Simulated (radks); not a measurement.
The numbers below are computed, except where a source is named.
All-electron atom: Hg67+ in [Ne] 3s2 3p1.

Level of theory: scalar-relativistic Kohn-Sham, SCAN, spin-polarised, spherical densities, finite nucleus; open shells are filled with parallel spins first (spin-orbit coupling, left out, can overturn this in heavy ions); meta-GGA in the generalised Kohn-Sham scheme; Fermi nuclear charge, rms radius 5.4648 fm (a radial shooting solver on a logarithmic mesh with Libxc functionals).

Energy parts (eV):
| part | energy |
|---|---|
| total | -382935.45 |
| kinetic | 444531.39 |
| electron-nucleus | -853602.05 |
| Hartree | 30657.65 |
| exchange-correlation | -4522.44 |

Orbitals (lengths in bohr, moments of r in powers of bohr; r(90%) holds 90 % of the orbital's charge):
orbital  occ.  eigenvalue (eV)  <1/r>      <r^2>  r(90%)
1s up       1        -89160.51  97.57  0.0003805  0.0303
1s down     1        -89155.12  97.57  0.0003804  0.0303
2s up       1        -20417.10  23.21   0.005638   0.107
2s down     1        -20413.24  23.21   0.005635   0.107
2p up       3        -18421.41  20.54   0.004726   0.101
2p down     3        -18415.63  20.54   0.004724   0.101
3s up       1        -8315.533  9.373    0.03161   0.242
3s down     1        -8291.943  9.365    0.03164   0.242
3p up       1        -7725.859  8.605    0.03125   0.243

The highest occupied level is 3p up at -7725.9 eV. The spin density at the nucleus is 28.04 e/bohr^3 (1s -69.04, 2s 30.06, 3s 67.01). Summed over all electrons, <r^2> = 0.1349 bohr^2, which gives a Langevin (diamagnetic) susceptibility term of -0.107 x 10^-6 cm^3/mol.

Empty levels of this run are not shown, since the potential may be unsettled where no density lies.
